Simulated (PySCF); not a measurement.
Iodine: highly charged ions in a basis for the neutral atom

I¹⁶⁺ [Kr] 4d1, I¹⁷⁺ [Kr]. Computed with PySCF 2.14 in cc-pVTZ-PP with ECP28MDF, with a scalar-relativistic core potential. No spin-orbit coupling, so a gap to NIST mixes the basis error with missing relativistic terms.

Changed run: basis of the neutral atom used for a highly charged ion. This setting is unsound on purpose.

```
species  method  sound run (hartree)  changed run (hartree)  converged
   I¹⁶⁺     UHF              not run             -199.65333        yes
   I¹⁶⁺    BP86              not run             -200.16484        yes
   I¹⁶⁺    TPSS              not run             -200.09241        yes
   I¹⁷⁺     UHF              not run             -185.36274        yes
   I¹⁷⁺    BP86              not run             -185.82679        yes
   I¹⁷⁺    TPSS              not run             -185.75915        yes
```

Ionisation energy of I¹⁶⁺:

| method | changed run (eV) | NIST (eV) |
| --- | --- | --- |
| UHF | 388.87 | 393 ± 3 |
| BP86 | 390.16 | 393 ± 3 |
| TPSS | 390.03 | 393 ± 3 |

The contracted functions were made for the neutral atom and can be too rigid for a highly charged ion.
